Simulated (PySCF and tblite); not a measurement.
Results of a calculation; reference values are marked as such.
System: C5H8BF2NO, numbered as in [BH2:1][N:2]1[CH:3]=[C:4]([O:5][CH:6]([F:7])[F:8])[CH2:9][CH2:10]1.

For the rotation about the B1–N2 bond (torsion H–B1–N2–C3 from 180° to 360°, rising): electronic barrier 36.82 kcal/mol, zero-point change -1.97 kcal/mol, thermal and entropy terms at 350 K a further -0.37 kcal/mol (symmetry numbers apart). The minimum is C1, the saddle C1. Geometries: GFN2-xTB; energies: CAM-B3LYP/pcSseg-1 + D3(BJ); zero-point and thermal terms from GFN2-xTB harmonic modes (soft modes blended into free rotors). Rate constants are transition-state-theory values, counting equivalent paths, without tunnelling. Run with tblite and PySCF.

(1) How many equivalent paths lead out of the minimum?

(2) Work out the rate at 350 K.

## Answers

(1) 2: the symmetry number of the minimum is 1, that of the saddle displaced along its mode 1, and since the end is the start again or its mirror image, the same path run backwards is a second way out.

(2) ΔG‡ = 34.48 kcal/mol; k_B T/h = 7.3×10¹² s⁻¹; exp(−ΔG‡/RT) = 3×10⁻²²; times 2 gives k = 4.3×10⁻⁹ s⁻¹.
